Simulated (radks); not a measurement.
Spin polarisation of the 5d8 shell in Au3+. Start: [Xe] 4f14 5d(up 4, down 4); electrons of 5d are moved from spin down to spin up, other shells keep equal spins. All-electron calculation, scalar-relativistic Kohn-Sham, r2SCAN, spin-polarised, spherical densities, finite nucleus; meta-GGA in the generalised Kohn-Sham scheme; Fermi nuclear charge, rms radius of each element as measured or else 0.836 A^(1/3) + 0.57 fm. Program: a radial shooting solver on a logarithmic mesh with Libxc functionals.

\begin{tabular}{lrrrrr}
moment (Bohr magnetons) & E - E(0) (eV) & e(5d up) (eV) & e(5d down) (eV) & 5p down minus up (eV) & 4f down minus up (eV) \\ \hline
0 & 0.000 & -40.844 & -40.844 & 0.000 & 0.000 \\
0.5 & -0.058 & -41.071 & -40.608 & 0.416 & 0.075 \\
1 & -0.232 & -41.291 & -40.363 & 0.833 & 0.149 \\
1.5 & -0.522 & -41.502 & -40.108 & 1.250 & 0.223 \\
2 & -0.928 & -41.706 & -39.843 & 1.669 & 0.297 \\
\end{tabular}

At moment 2 the spin-polarisation energy is -0.928 eV and the 5d exchange splitting 1.863 eV, that is 0.931 eV per Bohr magneton; E = -I m^2/4 would give I = 0.928 eV.
